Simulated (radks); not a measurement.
Dipole-allowed excitations along the series with 48 electrons in [Kr] 4d10 5s2. Method: scalar-relativistic Kohn-Sham, exchange-only LDA, spin-polarised, spherical densities, finite nucleus; Fermi nuclear charge, rms radius of each element as measured or else 0.836 A^(1/3) + 0.57 fm; computed with a radial shooting solver on a logarithmic mesh with Libxc functionals. Time-dependent linear response with the Hartree and adiabatic exchange-only LDA kernel, continuum included through the Sternheimer equations, no spin-orbit coupling, so fine structure and intercombination lines are absent. Lines are the poles of the dipole polarisability below minus the highest occupied eigenvalue, found on a grid refined at the orbital gaps; the lowest seven at most are given, and weak or close lines can be missed. The first line takes the name of the lowest orbital gap if no other gap lies below it; otherwise a line is named after a gap within 0.6 % of it, if that gap stands alone.

species  -e(HOMO) (eV)  lowest orbital gap (eV)  first line (eV)     f  strongest line (eV)  its f  static alpha (bohr^3)
Pr11+           190.86             5s-5p 24.476   28.553 (5s-5p)  1.52  144.33 (unassigned)   7.83                  1.800
Nd12+           215.87             5s-5p 26.469   30.758 (5s-5p)  1.51  153.07 (unassigned)   7.25                  1.548
Pm13+           242.16             5s-5p 28.522   33.019 (5s-5p)  1.51  158.98 (unassigned)   5.78                  1.340
